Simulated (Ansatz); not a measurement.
Gas-phase reaction R1 + R2 → P1 + P2, each structure at its B3LYP-D3(BJ)/def2-TZVP stationary point, reached from a drawn start (curvature not checked).
R1: SiCl4 (SMILES Cl[Si](Cl)(Cl)Cl), charge 0, multiplicity 1.
P1, Cl3FSi (SMILES F[Si](Cl)(Cl)Cl) (charge 0, multiplicity 1):
```json
[
 {"atom": "F", "x (Å)": "0.0144", "y (Å)": "0.0372", "z (Å)": "1.6457"},
 {"atom": "Si", "x (Å)": "0.0006", "y (Å)": "0.0015", "z (Å)": "0.0654"},
 {"atom": "Cl", "x (Å)": "1.7838", "y (Å)": "-0.7178", "z (Å)": "-0.5700"},
 {"atom": "Cl", "x (Å)": "-0.2891", "y (Å)": "1.8882", "z (Å)": "-0.6109"},
 {"atom": "Cl", "x (Å)": "-1.5097", "y (Å)": "-1.2092", "z (Å)": "-0.5301"}
]
```
P2: HCl (SMILES Cl), charge 0, multiplicity 1.
R2: HF (SMILES F), charge 0, multiplicity 1.

P less R. No zero-point or thermal terms.

Correlated levels freeze the cores.

Codes used: Ansatz (Gaussian orbitals). No computed number here is a measurement.

Total energies in hartree:

```csv
structure,PBE/def2-TZVPP,B3LYP/def2-TZVPP,CCSD(T)/cc-pV(Q+d)Z
R1,-2129.674109,-2130.641386,-2128.322942
P1,-1769.457691,-1770.320316,-1768.352669
P2,-460.627412,-460.836272,-460.363836
R2,-100.393473,-100.492723,-100.373106
```

Work out the reaction energy at each level in kJ/mol (1 hartree = 2625.49964 kJ/mol), and say how far PBE/def2-TZVPP lies from CCSD(T)/cc-pV(Q+d)Z.


- PBE/def2-TZVPP: (-1769.457691) + (-460.627412) − (-2129.674109) − (-100.393473) = -0.017521 hartree = -46.0 kJ/mol
- B3LYP/def2-TZVPP: (-1770.320316) + (-460.836272) − (-2130.641386) − (-100.492723) = -0.022479 hartree = -59.0 kJ/mol
- CCSD(T)/cc-pV(Q+d)Z: (-1768.352669) + (-460.363836) − (-2128.322942) − (-100.373106) = -0.020457 hartree = -53.7 kJ/mol
PBE/def2-TZVPP less CCSD(T)/cc-pV(Q+d)Z: 7.7 kJ/mol. CCSD(T)/cc-pV(Q+d)Z is the level counted from, the highest shown, and no exact or measured value.

Ansatz is a program for electronic structure.
